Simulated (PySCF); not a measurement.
Species: C5H11BS2.
Atom-mapped SMILES: `[CH3:1][CH2:2][CH2:3][C@H:4]1[CH2:5][S:6][BH:7][S:8]1`

Geometry (PBE0-D3(BJ)/def2-SVP, Å), atoms numbered from 1 in this order:
```
atom  x, y, z in Å
C1    -2.590    0.832    0.715
C2    -1.512    0.220   -0.165
C3    -0.272   -0.184    0.624
C4     0.817   -0.845   -0.215
C5     1.496    0.078   -1.215
S6     2.741    1.133   -0.382
B7     3.181   -0.095    0.839
S8     2.124   -1.533    0.894
H9    -2.220    1.733    1.228
H10   -2.921    0.123    1.491
H11   -3.475    1.121    0.128
H12   -1.239    0.939   -0.957
H13   -1.915   -0.666   -0.688
H14   -0.564   -0.886    1.423
H15    0.158    0.697    1.132
H16    0.394   -1.707   -0.758
H17    2.023   -0.501   -1.988
H18    0.769    0.734   -1.716
H19    4.123    0.040    1.572
```

NICS = −σ at a ghost point: NICS(0) at the centroid of the ring atoms, NICS(1) 1 Å to either side along the normal of their mean plane, zz for the tensor component along that normal. Level: GIAO B3LYP/pcSseg-1 (PySCF, non-relativistic, gas phase) on the PBE0-D3(BJ)/def2-SVP geometry, one conformer.

Ring bond lengths (Å): C4–C5 1.520, C5–S6 1.832, S6–B7 1.787, B7–S8 1.785, S8–C4 1.848.

**Question.** What do the NICS probes read (ppm)?

**Answer.** 
```csv
ring,type,NICS(0),"NICS(1), two faces","NICS(1)zz, two faces",rms pucker (Å),"centre to ring atoms, mean (Å)"
C4–C5–S6–B7–S8,5-membered ring with B and 2 S; formal bonds all single,-7.1,-4.5 / -5.2,-4.3 / -4.8,0.18,1.47
```

**Question.** What do they say, and how far can they be read as aromaticity?

**Answer.** 
- C4–C5–S6–B7–S8: mean NICS(1)zz -4.5 ppm, shielded. C4, C5 have four or more neighbours, and the NICS criterion for π rings isn't applied.

**Question.** At the first NICS(1) probe listed for ring C4–C5–S6–B7–S8, 1 Å off the ring, what do the in-plane components average?

**Answer.** The isotropic value is a third of the trace: (3 × -4.5 − (-4.3))/2 = -4.6 ppm.

**Question.** Give the inner angles of the rings.

**Answer.** 
- C4–C5–S6–B7–S8: C4 107.8°, C5 110.7°, S6 94.7°, B7 115.4°, S8 95.7°; sum 524.4° against 540° for a flat convex ring.

**Question.** How do the values depend on the level or the medium?

**Answer.** 
```
                                 level  NICS(0), C4–C5–S6–B7–S8  mean NICS(1)zz, C4–C5–S6–B7–S8
                   B3LYP/pcSseg-1, gas                     -7.1                            -4.5
                    PBE0/pcSseg-1, gas                     -7.3                            -4.7
PBE0/pcSseg-1, IEF-PCM tetrahydrofuran                     -7.2                            -4.7
          PBE0/pcSseg-1, IEF-PCM water                     -7.2                            -4.7
```

The geometry is the same throughout; the continuum's cavity takes Bondi-type radii × 1.2.
